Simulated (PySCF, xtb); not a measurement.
CsI, SMILES [I][Cs].

GFN2-xTB in xtb at its own geometry gives an orbital gap of 2.40 eV and a dipole moment of 10.90 D.

Coordinates come from a B3LYP-D3(BJ)/def2-TZVPD optimisation. The def2 effective core potentials stand for the cores of Cs, I; spin–orbit coupling is left out.

Question: What does B3LYP/def2-TZVPD (PySCF) give? (The exact figures need the calculation; the answer reports its results.)

Answer: gap 3.53 eV (levels -5.11 and -1.58 eV), dipole 11.73 D.
